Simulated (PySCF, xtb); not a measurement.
Ge(F)2(Br)(NH2) (BrF2GeH2N), SMILES [NH2][Ge]([F])([F])[Br].

GFN2-xTB run with xtb 6.7.1 at its own geometry gives an orbital gap of 5.20 eV and a dipole moment of 4.43 D.

Coordinates come from a B3LYP-D3(BJ)/def2-SVP optimisation. This is a generated structure with no PubChem entry under its InChIKey; it may be hypothetical. The values are those of a single conformer.

Q: What does ωB97X/def2-TZVP (PySCF) give? (The exact figures need the calculation; the answer reports its results.)

A: gap 11.84 eV (levels -11.06 and 0.78 eV), dipole 3.33 D.
